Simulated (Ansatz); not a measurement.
Molecule: 1,1-difluoropropylsilane, C₃H₈F₂Si, net charge 0, singlet state. 
Structure (B3LYP-D3(BJ)/def2-TZVP (Ansatz, an electronic-structure program) minimum search):
SMILES: CCC(F)(F)[SiH3]
```xyz
14

C      2.3279    -0.2581     0.7937
C      0.8358    -0.5585     0.9227
C     -0.0115     0.1035    -0.1439
F      0.4380    -0.2974    -1.3962
F      0.1928     1.4774    -0.0998
Si    -1.9084    -0.2166    -0.0645
H      2.7148    -0.6050    -0.1639
H      2.8811    -0.7613     1.5872
H      2.5190     0.8117     0.8710
H      0.4594    -0.2254     1.8934
H      0.6541    -1.6348     0.8639
H     -2.5514     0.5082    -1.1784
H     -2.1407    -1.6730    -0.1806
H     -2.4093     0.2709     1.2393
```
Charge 0, spin multiplicity 1.

Dipole moments at this geometry, in debye (magnitudes).

```csv
level,program,dipole (D)
SVWN5/def2-TZVPD,Ansatz,2.02
revPBE/def2-TZVPD,Ansatz,[?]
B3LYP/def2-TZVPD,Ansatz,2.10
PBE0/def2-TZVPD,Ansatz,2.08
BHLYP/def2-TZVPD,Ansatz,2.25
CCSD(T)/aug-cc-pV(D+d)Z,Ansatz,[?]
```

**Question.** Fill in the missing entries.

**Answer.** 
- revPBE/def2-TZVPD, dipole (D): 1.93
- CCSD(T)/aug-cc-pV(D+d)Z, dipole (D): 2.07
